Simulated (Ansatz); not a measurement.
Geometry optimisation, Ansatz 0.2.0, RKS BLYP-D4/def2-SVP.

Input file:

```yaml
crystal:
  periodic: [false, false, false]
  atoms:
    - { symbol: Hf, position_ang: [0.151968, -0.582456, -0.575285] }
    - { symbol: F, position_ang: [0.704979, 0.536535, 2.340904] }
    - { symbol: Cl, position_ang: [2.248534, 0.354658, -1.205031] }
    - { symbol: O, position_ang: [-1.209624, 0.737972, -0.294023] }
    - { symbol: H, position_ang: [-1.80478, 1.393298, 0.096474] }
    - { symbol: Cl, position_ang: [-0.557913, -1.87901, -2.427676] }
    - { symbol: O, position_ang: [0.319568, -1.905655, 0.954372] }
    - { symbol: H, position_ang: [0.352325, -2.87429, 1.023024] }
    - { symbol: H, position_ang: [0.713142, -0.385451, 2.495542] }
basis:
  gaussian: { orbitals: def2-SVP }
hamiltonian:
  xc: blyp
  dispersion: d4
relax:
  f_tol: 0.03
  max_steps: 50
output:
  orbitals: {}
```

Command:

```bash
$ ansatz run input.yaml --threads 4 --pin off --max-ram 5120MiB --backend cpu --events-out ev --progress --plain --runs-dir out
```

Question: Where does it end, and by what steps?

Answer: It converged. After 35 steps the energy has fallen by 1.177 eV; Cl6 moved furthest, 1.63 Å. Parted: F2–H9 (0.93 → 2.48 Å). Joined: Hf1–F2 (3.17 → 1.95 Å), O7–H9 (2.20 → 0.98 Å).

```
step  energy less start (eV)  largest force component (eV/Å)  accepted
   0                  0.0000                           1.036       yes
   2                 -0.2633                           0.548       yes
   4                 -0.3291                           1.320        no
   6                 -0.3612                           0.360       yes
   8                 -0.3672                           0.034       yes
  10                 -0.3681                           0.033       yes
  12                 -0.3694                           0.270       yes
  14                 -0.3778                           0.573       yes
  16                 -0.4896                           1.166       yes
  18                 -0.8299                           1.573       yes
  20                 -0.9061                           1.923       yes
  22                 -0.9970                           1.278        no
  24                 -1.0597                           0.427       yes
  26                 -1.1235                           0.287       yes
  28                 -1.1506                           0.425       yes
  30                 -1.1639                           0.173       yes
  32                 -1.1738                           0.182       yes
  34                 -1.1771                           0.065       yes
  35                 -1.1774                           0.022       yes
```

```xyz
9
Properties=species:S:1:pos:R:3
Hf 0.027 -0.073 0.023
F -0.059 0.294 1.931
Cl 2.114 0.464 -1.007
O -1.120 1.327 -0.615
H -1.791 1.971 -0.880
Cl -1.167 -1.971 -0.915
O 1.112 -1.930 1.056
H 0.721 -2.786 0.781
H 1.081 -1.901 2.034
```

Run time: 77 s on 4 threads of Arm Neoverse V1, on a shared host, peak memory 0.19 GiB.
